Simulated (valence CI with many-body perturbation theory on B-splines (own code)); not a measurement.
Results of a calculation; reference values are marked as such.
## A CI+MBPT run for Pd³²⁺

Method: relativistic CI+MBPT: four valence electrons over a frozen Dirac-Fock core [Ne], a basis of 11 s, 11 p, 10 d, 8 f, 5 g, 2 h functions for each j, with the one-electron correlation potential Σ1 (screened to all orders), the two-electron term Σ2, the three-electron term Σ3, Breit, model QED; selected single and double excitations, second order for the rest, scaled by the run's own slope (own B-spline code, finite nucleus).

Command, and the settings that its task file holds:

```sh
python run_cv.py task.json out
```

```
atom Pd  Z=46  mass_number=106  rms_radius_fm=4.5318
core [Ne]
valence 3s2 3p2
avg = 1
basis = M
breit = 1
cap = 32000
capref = 2000
cscale = 1
de = 0.0
dress = 0
eps = 2e-08
extrap = 1
h = 0.27
hh = 1
l2 = 3
lcore = 6
maxit = 60
n2 = 5
natural = 1
nlev = 150
nno = [5, 5, 5, 4, 2, 1]
nroot = 36
nsp = [6, 6, 5, 4, 3, 1]
pt2 = 1
qed = 1
rpa = 1
s1 = 1
s2 = 1
s3 = 1
screen = 1
tol = 2e-05
whole = 1
```

It took 2.1 min on 1 thread of AMD EPYC 7R43 64-Core Processor (Zen 3) (shared host).

Log. The first blocks belong to the next ion, which gives the ionisation energy. Fields: 2J, parity (1 odd), roots, reference size, generating configurations, candidates as configurations/state functions, variational space P, stored matrix elements, Davidson steps; e2 is the range of second-order energies in hartree. The first line gives the box (bohr), its intervals, the orbitals and the steps of their self-consistent field. Window is the range of levels sought, series limit the energy at which the first omitted orbital would enter, core excitation an estimate of the first excitation out of the core, left out the lowest levels not solved, and shifts from estimates the range by which levels moved from their first estimate, all in cm⁻¹.

```
rmax 5.7 intervals 60 orbitals 83 references ['3s2 3p2', '3s 3p3', '3s2 3p 3d', '3p4', '3s 3p2 3d'] scf 4 t 1.1
2J=1 par=1 roots 2 ref 37 generators 6 cand 2211/3160 P 2241/3197 nnz 1.6e+06 it 5
2J=1 par=1 roots 2 ref 37 generators 8 cand 2151/3478 P 4392/6675 nnz 5.8e+06 it 5
   second order: generators 15 cand 5503/8369 e2 -0.00002 -0.00001
reference levels 1284, estimated 368, window 3496036 1/cm; series limit 13372924, core excitation 23620443
2J=0 par=0 roots 12 ref 61 generators 21 cand 2600/3842 P 4228/6395 nnz 3e+06 it 11
2J=0 par=0 roots 12 ref 61 generators 24 cand 10311/19088 P 14539/25483 nnz 3.7e+07 it 10
   second order: generators 38 cand 39344/88415 e2 -0.00004 -0.00000
2J=2 par=0 roots 17 ref 125 generators 20 cand 1156/3493 P 2029/6373 nnz 4.2e+06 it 11
2J=2 par=0 roots 17 ref 125 generators 24 cand 6600/25625 P 8629/31998 nnz 6.9e+07 it 8
   second order: generators 40 cand 37792/209523 e2 -0.00356 -0.00029
2J=4 par=0 roots 24 ref 164 generators 26 cand 626/2080 P 1692/6360 nnz 4.6e+06 it 8
2J=4 par=0 roots 24 ref 164 generators 30 cand 5686/25510 P 7378/31870 nnz 7.1e+07 it 9
   second order: generators 46 cand 39716/318554 e2 -0.00756 -0.00066
2J=4 par=1 roots 30 ref 177 generators 25 cand 817/3436 P 1561/6398 nnz 4.8e+06 it 10
2J=4 par=1 roots 30 ref 177 generators 31 cand 5377/25451 P 6938/31849 nnz 7.2e+07 it 10
   second order: generators 46 cand 31478/232345 e2 -0.00388 -0.00089
2J=2 par=1 roots 26 ref 145 generators 25 cand 1155/3785 P 1992/6400 nnz 4.2e+06 it 9
2J=2 par=1 roots 26 ref 145 generators 26 cand 6609/25571 P 8601/31971 nnz 6.7e+07 it 9
   second order: generators 47 cand 32261/168353 e2 -0.00203 -0.00058
2J=6 par=1 roots 24 ref 153 generators 22 cand 968/3772 P 1626/6390 nnz 4.8e+06 it 9
2J=6 par=1 roots 24 ref 153 generators 23 cand 5091/25572 P 6717/31962 nnz 7.5e+07 it 9
   second order: generators 41 cand 31812/268662 e2 -0.00373 -0.00164
2J=0 par=1 roots 11 ref 55 generators 17 cand 2382/3843 P 4026/6393 nnz 3.1e+06 it 5
2J=0 par=1 roots 11 ref 55 generators 19 cand 10880/19698 P 14906/26091 nnz 3.9e+07 it 9
   second order: generators 32 cand 24660/54035 e2 -0.00003 -0.00001
2J=8 par=1 roots 15 ref 100 generators 15 cand 1016/3785 P 1695/6347 nnz 4.6e+06 it 6
2J=8 par=1 roots 15 ref 100 generators 19 cand 5171/25639 P 6866/31986 nnz 7.6e+07 it 9
   second order: generators 30 cand 34692/294592 e2 -0.00235 -0.00113
2J=6 par=0 roots 15 ref 123 generators 16 cand 885/3389 P 1569/6391 nnz 4.9e+06 it 10
...
2J=10 par=0 roots 3 ref 28 generators 9 cand 5323/25743 P 7527/32164 nnz 7.9e+07 it 7
   second order: generators 14 cand 23480/189717 e2 -0.00121 -0.00031
2J=10 par=1 roots 6 ref 48 generators 9 cand 1163/3846 P 2048/6396 nnz 4.6e+06 it 5
2J=10 par=1 roots 6 ref 48 generators 11 cand 5108/25748 P 7156/32144 nnz 7.9e+07 it 8
   second order: generators 21 cand 25854/204767 e2 -0.00111 -0.00046
2J=12 par=1 roots 2 ref 16 generators 2 cand 1134/4342 P 2396/7238 nnz 5.8e+06 it 4
2J=12 par=1 roots 2 ref 16 generators 4 cand 4676/23604 P 7072/30842 nnz 8.1e+07 it 5
   second order: generators 12 cand 18540/130511 e2 -0.00015 -0.00007
left out: unestimated 5058293, estimated 3723391, shifts from estimates -25 to 223
operators 1.1
```

The Davidson iterations converged.

No measured spectrum was set against this ion. As an estimate, large intervals hold to a few tenths of a per cent, small ones and those within an open d or f shell to about a per cent. Among the levels kept, up to 700 cm⁻¹ of a level comes from second order outside the variational space, and about a tenth of that is noise between levels of different J, which matters for small intervals.

```
Valence energy                            : -309.5438 hartree
Ionisation energy                         : 1960.7 eV (NIST: 1962 ± 4 eV (semi-empirical))
Reference configurations for the orbitals : 3s2 3p2, 3s 3p3, 3s2 3p 3d, 3p4, 3s 3p2 3d
Radial orbitals                           : 83
Box radius                                : 5.71 bohr
Largest variational space                 : 32164
Lowest levels                             : (3s^2 3p1/2^2) J=0 0, (3s^2 3p1/2 3p3/2) J=1 262320, (3s^2 3p1/2 3p3/2) J=2 303320, (3s^2 3p3/2^2) J=2 595700, (3s^2 3p3/2^2) J=0 688890, (3s 3p1/2^2 3p3/2) J=2 893120, (3s 3p1/2^2 3p3/2) J=1 1026100, (3s 3p1/2 3p3/2^2) J=2 [a] 1137200, (3s 3p1/2 3p3/2^2) J=3 1205000, (3s^2 3p1/2 3d3/2) J=2 1209600, (3s 3p1/2 3p3/2^2) J=0 1296800, (3s 3p1/2 3p3/2^2) J=1 [a] 1319800, (3s 3p1/2 3p3/2^2) J=2 [b] 1349300, (3s^2 3p1/2 3d5/2) J=3 1379900 cm⁻¹
```

Levels are named by their leading jj configuration (3d3/2^4 stands for four electrons in 3d with j = 3/2), which in mixed levels can hold well under half, so a name can repeat and another be missing. Letters in brackets count levels of one name in rising energy.
